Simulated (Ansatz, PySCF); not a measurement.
Gas-phase reaction (SMILES): FC(F)(F)C(Cl)Cl + 5 C (CH4) → CC (C2H6) + 2 CCl (CH3Cl) [chloromethane] + 3 CF (CH3F); bond separation energy.

Structures are relaxed separately at B3LYP-D3(BJ)/def2-TZVP in Ansatz (a program for electronic structure), one conformer each, not searched for the lowest. Correlated levels leave the core frozen unless marked. No spin-orbit coupling. No relativistic terms. CBS marks a two-point X^-3 extrapolation of the correlation energy; Hartree-Fock from the larger set. [CCSD(T)-MP2]/basis is that difference in the basis named. Thermal terms are rigid-rotor harmonic-oscillator values from B3LYP-D3(BJ) frequencies (Ansatz or PySCF) at 298.15 K and 1 atm. 1 Eh = 627.5095 kcal/mol.

```csv
species,"E, RI-MP2/CBS(cc-pV(T+d)Z,cc-pV(Q+d)Z)+[CCSD(T)-MP2]/cc-pV(T+d)Z (Ansatz) (Eh)","E, wB97X-V/def2-TZVPD (Ansatz) (Eh)",H - E (Eh),G - E (Eh)
FC(F)(F)C(Cl)Cl,-1295.61706,-1296.68809,0.04164,0.00152
C (CH4),-40.46125,-40.51531,0.04840,0.02728
CC (C2H6),-79.71807,-79.82947,0.07887,0.05302
CCl (CH3Cl),-499.62820,-500.05755,0.04161,0.01500
CF (CH3F),-139.63110,-139.75558,0.04297,0.01769
```

Question: Work out ΔE and ΔH, ΔG, ΔS and the equilibrium constant at 298.15 K at the first level, then ΔH at the second.

Answer: 
1. ΔE = [(-79.71807) + 2×(-499.62820) + 3×(-139.63110)] - [(-1295.61706) + 5×(-40.46125)] = 0.05554 Eh = 34.9 kcal/mol at RI-MP2/CBS(cc-pV(T+d)Z,cc-pV(Q+d)Z)+[CCSD(T)-MP2]/cc-pV(T+d)Z.
2. The terms H - E add up to 0.00736 Eh, so ΔH = (0.05554 + (0.00736))×627.5095 = 39.5 kcal/mol.
3. The terms G - E add up to -0.00183 Eh, so ΔG = 33.7 kcal/mol, and ΔS = (0.00736 - (-0.00183))×627509.5/298.15 = 19.3 cal/(mol K).
4. log10 K = -ΔG/(RT ln 10) = -24.7, with RT ln 10 = 1.3642 kcal/mol.
5. With ΔH and ΔS taken as constant, ΔG changes sign near ΔH/ΔS = 2050 K, a rough figure that leaves out heat capacities.
6. At wB97X-V/def2-TZVPD the same steps give ΔE = 33.5 and ΔH = 38.1 kcal/mol, a shift of -1.4 from the first level.
7. These values are not checked against measurement here, since the tables used lack a sound gas-phase enthalpy of formation for at least one species.
